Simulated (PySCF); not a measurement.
zirconium atom (Zr), triplet (core potentials on Zr); HF/def2-TZVP (PySCF).

PySCF was given this input:
```python
from pyscf import gto, scf

mol = gto.Mole()
mol.atom = '''
    Zr    0.00000000    0.00000000    0.00000000
'''
mol.basis = 'def2-tzvp'
mol.ecp = {'Zr': 'def2-tzvp'}
mol.spin = 2
mol.verbose = 4
mol.build()

mf = scf.UHF(mol)
mf.kernel()
```

What the program printed (banner, timings and long lists left out):

```
PySCF version 2.14.0

[INPUT] verbose = 4
[INPUT] num. atoms = 1
[INPUT] num. electrons = 12
[INPUT] charge = 0
[INPUT] spin (= nelec alpha-beta = 2S) = 2
[INPUT] symmetry False subgroup None
[INPUT] Mole.unit = angstrom
[INPUT] Symbol           X                Y                Z      unit          X                Y                Z       unit  Magmom
[INPUT]  1 Zr     0.000000000000   0.000000000000   0.000000000000 AA    0.000000000000   0.000000000000   0.000000000000 Bohr   0.0

nuclear repulsion = 0
number of shells = 14
number of NR pGTOs = 60
number of NR cGTOs = 40
basis = def2-tzvp
ecp = {'Zr': 'def2-tzvp'}

******** <class 'pyscf.scf.uhf.UHF'> ********
method = UHF
initial guess = minao
damping factor = 0
level_shift factor = 0
DIIS = <class 'pyscf.scf.diis.CDIIS'>
diis_start_cycle = 1
diis_space = 8
diis_damp = 0
SCF conv_tol = 1e-09
SCF conv_tol_grad = None
SCF max_cycles = 50
direct_scf = True
direct_scf_tol = 1e-13
number electrons alpha = 7  beta = 5
Set gradient conv threshold to 3.16228e-05
init E= -40.675239666923

cycle= 1 E= -46.3810957038115  delta_E= -5.71  |g|= 0.369  |ddm|= 2.41
cycle= 2 E= -46.4236058968183  delta_E= -0.0425  |g|= 0.0633  |ddm|= 0.984
cycle= 3 E= -46.4277352012769  delta_E= -0.00413  |g|= 0.0233  |ddm|= 0.185
cycle= 4 E= -46.4296519662546  delta_E= -0.00192  |g|= 0.0185  |ddm|= 0.0994
cycle= 5 E= -46.4324104896771  delta_E= -0.00276  |g|= 0.0152  |ddm|= 0.115
cycle= 6 E= -46.4357759616771  delta_E= -0.00337  |g|= 0.0114  |ddm|= 0.128
cycle= 7 E= -46.4380143372505  delta_E= -0.00224  |g|= 0.0086  |ddm|= 0.116
cycle= 8 E= -46.4393023723608  delta_E= -0.00129  |g|= 0.0073  |ddm|= 0.0818
cycle= 9 E= -46.4400106883738  delta_E= -0.000708  |g|= 0.00661  |ddm|= 0.0524
cycle= 10 E= -46.4407340328077  delta_E= -0.000723  |g|= 0.00625  |ddm|= 0.0602
cycle= 11 E= -46.4419867850415  delta_E= -0.00125  |g|= 0.00505  |ddm|= 0.129
cycle= 12 E= -46.4424762151208  delta_E= -0.000489  |g|= 0.00492  |ddm|= 0.0963
cycle= 13 E= -46.4424754794576  delta_E= 7.36e-07  |g|= 0.0022  |ddm|= 0.0214
cycle= 14 E= -46.4425985896913  delta_E= -0.000123  |g|= 0.0022  |ddm|= 0.0527
cycle= 15 E= -46.4426201817359  delta_E= -2.16e-05  |g|= 0.00145  |ddm|= 0.00811
cycle= 16 E= -46.4426509269046  delta_E= -3.07e-05  |g|= 0.00248  |ddm|= 0.0244
cycle= 17 E= -46.4426879787071  delta_E= -3.71e-05  |g|= 0.000514  |ddm|= 0.0294
cycle= 18 E= -46.4426958803122  delta_E= -7.9e-06  |g|= 0.000276  |ddm|= 0.0153
cycle= 19 E= -46.4426970950803  delta_E= -1.21e-06  |g|= 0.000144  |ddm|= 0.00607
cycle= 20 E= -46.442697375326  delta_E= -2.8e-07  |g|= 8.65e-05  |ddm|= 0.002
cycle= 21 E= -46.4426974902252  delta_E= -1.15e-07  |g|= 4.19e-05  |ddm|= 0.00127
cycle= 22 E= -46.4426975182887  delta_E= -2.81e-08  |g|= 1.8e-05  |ddm|= 0.000686
cycle= 23 E= -46.4426975216601  delta_E= -3.37e-09  |g|= 1.01e-05  |ddm|= 0.000239
cycle= 24 E= -46.4426975229541  delta_E= -1.29e-09  |g|= 6.46e-06  |ddm|= 0.000102
cycle= 25 E= -46.4426975234741  delta_E= -5.2e-10  |g|= 5.52e-06  |ddm|= 6.14e-05
Extra cycle  E= -46.4426975236262  delta_E= -1.52e-10  |g|= 5.27e-06  |ddm|= 1.5e-05
converged SCF energy = -46.4426975236262  <S^2> = 2.0146224  2S+1 = 3.0097325
```
